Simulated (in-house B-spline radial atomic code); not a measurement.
Zn¹⁸⁺. Computed with a B-spline radial atomic code. Model: all-electron spherical atom, spin shells full or empty, radial basis limit, no spin-orbit coupling: exact exchange with a local potential (Slater, KLI or optimised effective potential, whose far tail is KLI's), no correlation.

The run also made RPA and GW results, which its time includes.

The Slater potential averages the orbital exchange potentials with the orbital densities as weights, KLI adds orbital constants, and the optimised effective potential minimises the exact-exchange energy among local potentials. So their energies lie above Hartree-Fock in the order OEP, KLI, Slater. All fall off as −1/r, unlike LDA and GGA exchange.

Command:
```bash
python run_gw.py task.json out
```
Settings (nuclear radius in fm, other lengths in bohr, energies in hartree):
```
Z                      30
electrons              12
configuration          [Ne] 3s2
hamiltonian            x2c
method                 slater
lmax                   9
rms_radius             3.9283
spin_polarised         False
box_radius             4.4
intervals              94
ion_configuration      [Ne] 3s1
```

Run time, properties included: 8.3 s on 1 thread of Arm Neoverse N1, with other jobs on the host.

Given: hamiltonian one-electron scalar X2C; mean-field start Slater potential.

Computed: energy above Hartree-Fock 81.762 millihartree.

```json
{"radius (bohr)": "0.00167", "r times exchange potential (hartree bohr)": "-0.053927"}
{"radius (bohr)": "0.002", "r times exchange potential (hartree bohr)": "-0.06452"}
{"radius (bohr)": "0.0024", "r times exchange potential (hartree bohr)": "-0.077316"}
{"radius (bohr)": "0.00288", "r times exchange potential (hartree bohr)": "?"}
{"radius (bohr)": "0.00345", "r times exchange potential (hartree bohr)": "-0.11065"}
{"radius (bohr)": "0.00414", "r times exchange potential (hartree bohr)": "-0.13231"}
{"radius (bohr)": "0.00496", "r times exchange potential (hartree bohr)": "-0.15776"}
{"radius (bohr)": "0.00595", "r times exchange potential (hartree bohr)": "-0.18802"}
{"radius (bohr)": "0.00714", "r times exchange potential (hartree bohr)": "-0.22364"}
{"radius (bohr)": "0.00857", "r times exchange potential (hartree bohr)": "-0.26528"}
{"radius (bohr)": "0.0103", "r times exchange potential (hartree bohr)": "-0.31379"}
{"radius (bohr)": "0.0123", "r times exchange potential (hartree bohr)": "-0.36719"}
{"radius (bohr)": "0.0148", "r times exchange potential (hartree bohr)": "-0.42974"}
{"radius (bohr)": "0.0177", "r times exchange potential (hartree bohr)": "-0.49637"}
{"radius (bohr)": "0.0213", "r times exchange potential (hartree bohr)": "-0.57029"}
{"radius (bohr)": "0.0255", "r times exchange potential (hartree bohr)": "-0.64471"}
{"radius (bohr)": "0.0306", "r times exchange potential (hartree bohr)": "-0.71913"}
{"radius (bohr)": "0.0367", "r times exchange potential (hartree bohr)": "-0.78732"}
{"radius (bohr)": "0.044", "r times exchange potential (hartree bohr)": "-0.84271"}
{"radius (bohr)": "0.0528", "r times exchange potential (hartree bohr)": "-0.87744"}
{"radius (bohr)": "0.0633", "r times exchange potential (hartree bohr)": "-0.88611"}
{"radius (bohr)": "0.076", "r times exchange potential (hartree bohr)": "-0.8806"}
{"radius (bohr)": "0.0911", "r times exchange potential (hartree bohr)": "-0.90005"}
{"radius (bohr)": "0.109", "r times exchange potential (hartree bohr)": "-0.97481"}
{"radius (bohr)": "0.131", "r times exchange potential (hartree bohr)": "-1.0971"}
{"radius (bohr)": "0.157", "r times exchange potential (hartree bohr)": "-1.2286"}
{"radius (bohr)": "0.189", "r times exchange potential (hartree bohr)": "?"}
{"radius (bohr)": "0.226", "r times exchange potential (hartree bohr)": "-1.4056"}
{"radius (bohr)": "0.271", "r times exchange potential (hartree bohr)": "-1.4102"}
{"radius (bohr)": "0.325", "r times exchange potential (hartree bohr)": "-1.3212"}
{"radius (bohr)": "0.39", "r times exchange potential (hartree bohr)": "-1.1142"}
{"radius (bohr)": "0.468", "r times exchange potential (hartree bohr)": "-0.95511"}
{"radius (bohr)": "0.562", "r times exchange potential (hartree bohr)": "-0.94216"}
{"radius (bohr)": "0.674", "r times exchange potential (hartree bohr)": "-0.97145"}
{"radius (bohr)": "0.808", "r times exchange potential (hartree bohr)": "-0.99125"}
{"radius (bohr)": "0.969", "r times exchange potential (hartree bohr)": "-0.99845"}
{"radius (bohr)": "1.16", "r times exchange potential (hartree bohr)": "-0.99993"}
```

(1) What belongs in the row 0.00288?

(2) What belongs in the row 0.189?

| occupied | level (hartree) | Hartree-Fock level (hartree) |
| --- | --- | --- |
| 1s | -381.53 | -383.66 |
| 2s | ? | ? |
| 2p | -64.495 | -64.178 |
| 3s | -25.847 | -25.497 |

(3) What belongs in the row 2s?

```csv
empty,level (hartree)
3p,-24.215
3d,-22.033
4s,-13.537
4p,?
4d,-12.042
4f,-11.421
```

(4) What belongs in the row 4p?

Answers

(1) r times exchange potential (hartree bohr): -0.092605.

(2) r times exchange potential (hartree bohr): -1.3411.

(3) level (hartree): -69.821; Hartree-Fock level (hartree): -70.268.

(4) level (hartree): -12.885.

The highest level, 3s, differs from Hartree-Fock by -9.5 eV and the deepest, 1s, by +57.9 eV: the Slater potential lacks the response part and is deeper than the optimised one throughout, so the top level comes too deep.
